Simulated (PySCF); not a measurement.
## SeI₂, singlet: data card

Level of theory: PBE/[Se def2-TZVP, I def2-TZVP with ECP28], scalar-relativistic core potentials, density fitting, no spin–orbit coupling, PySCF.

The structure is a minimum.

| Item | Value |
| --- | --- |
| Point group | C2v |
| Bond lengths | Se–I 2.534 Å (×2) |
| Bond angles | I–Se–I 105.5° |
| Atomisation energy without zero-point energy | 452 kJ/mol |
| Lowest empty level | -4.17 eV |
| Heat capacity Cp at 298.15 K | 56.5 J/(mol K) |
| Zero-point energy | 3.2 kJ/mol |
| Rotational symmetry number | 2 |
| Rotational constants | 0.1178, 0.01633, 0.01434 cm⁻¹ |
| Highest occupied level | -5.54 eV |
| Principal quadrupole moments (Buckingham, traceless) about the centre of mass | -6.50, 1.92, 4.58 D Å |
| Enthalpy at 298.15 K above 0 K | 14.70 kJ/mol |
| Entropy at 298.15 K and 1 bar | 336.0 J/(mol K) |
| Principal polarisabilities | 59.4, 78.8, 145.0 bohr³ |
| Dipole moment | 0.05 D |

Harmonic modes (masses in u: Se 79.917, I 126.904):
```csv
symmetry,ω (cm⁻¹),IR (km/mol),μ (u)
a1,70,0.0,114.49
a1,231,0.2,94.80
b2,232,18.4,91.12
```

In C2v the vibrations span 2a1 + b2. Here b1 is antisymmetric to the molecular plane and b2 lies in it.

Charges (e):
| atom | Mulliken | Löwdin | polar tensor | Mayer order to Se1 |
| --- | --- | --- | --- | --- |
| Se1 | 0.00 | -0.10 | 0.36 | – |
| I2,3 | 0.00 | 0.05 | -0.18 | 1.14 |

Mulliken populations on Se1: s 7.95, p 15.89, d 10.15, f 0.01.

Counting electrons, selenium keeps 4 of its valence electrons outside its bonds, so the VSEPR class is AX2E2 and the expected shape is bent (C2v), as computed.

The final relaxation and frequency run took of the order of 6 core-minutes on a shared host.
